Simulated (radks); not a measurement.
Task: The table gives one normalised radial function P(r) = r R(r) of P in [Ne] 3s2 3p3 (r in bohr). Calculated with a radial shooting solver on a logarithmic mesh with Libxc functionals: non-relativistic Kohn-Sham, LDA (Slater exchange, Perdew-Wang correlation), spin-polarised, spherical densities, point nucleus; open shells are filled with parallel spins first.

r	P
0.008083	0.0066
0.009113	0.0083
0.01036	0.0106
0.01177	0.0135
0.01327	0.0170
0.01509	0.0217
0.01701	0.0272
0.01933	0.0345
0.02197	0.0437
0.02477	0.0544
0.02815	0.0686
0.032	0.0862
0.03608	0.1064
0.04101	0.1326
0.04661	0.1646
0.05255	0.2006
0.05972	0.2464
0.06788	0.3006
0.07653	0.3599
0.08698	0.4326
0.09886	0.5155
0.1115	0.6021
0.1267	0.7030
0.144	0.8108
0.1623	0.9155
0.1845	1.0273
0.208	1.1276
0.2364	1.2237
0.2687	1.3020
0.303	1.3531
0.3444	1.3779
0.3914	1.3675
0.4413	1.3237
0.5016	1.2414
0.57	1.1263
0.6427	0.9946
0.7305	0.8381
0.8302	0.6758
0.9361	0.5286
1.064	0.3862
1.209	0.2660
1.363	0.1767
1.55	0.1062
1.761	0.0588
1.986	0.0310
2.257	0.0142
2.545	0.0061
2.892	0.0022
3.287	0.0007
3.706	0.0002
4.212	0.0000
4.787	0.0000
5.398	0.0000
6.135	0.0000
6.972	0.0000
7.861	0.0000
8.935	0.0000

Which n and l does it have? It may be an empty orbital.

Result: n = 2, l = 1: the number of nodes gives n - l - 1 = 0, the rise at small r (about r^(l+1)) gives l, and the extent must fit the shell. The curve is that of 2p up; the table hardly tells the two spins apart. 2p up: eigenvalue -124.31 eV, 0 radial nodes, <r> = 0.487 bohr, 90 % of the charge inside 0.816 bohr.
